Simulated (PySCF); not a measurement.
(E)-1-chloro-3,3-difluoroprop-1-ene (C3H3ClF2), SMILES FC(F)/C=C/Cl. The structure is a stationary point at PBE-D3(BJ)/def2-SVP. One conformer was computed; it need not be the lowest.

Computed equilibrium geometry at PBE-D3(BJ)/def2-SVP (PySCF confirms it by a frequency run) as bond lengths and angles (one conformer of several):
Atoms: F1 C2 F3 C4 C5 Cl6 H7 H8 H9. Bonds (Å): F1–C2 1.372, C2–F3 1.368, C2–C4 1.501, C2–H7 1.117, C4–C5 1.343, C4–H8 1.101, C5–Cl6 1.728, C5–H9 1.100. Angles (°): F1–C2–F3 108.1, F1–C2–C4 109.8, F1–C2–H7 107.3, F3–C2–C4 111.4, F3–C2–H7 107.7, C4–C2–H7 112.3, C2–C4–C5 122.0, C2–C4–H8 116.4, C5–C4–H8 121.6, C4–C5–Cl6 123.6, C4–C5–H9 122.2, Cl6–C5–H9 114.1.
Charge 0, spin multiplicity 1.
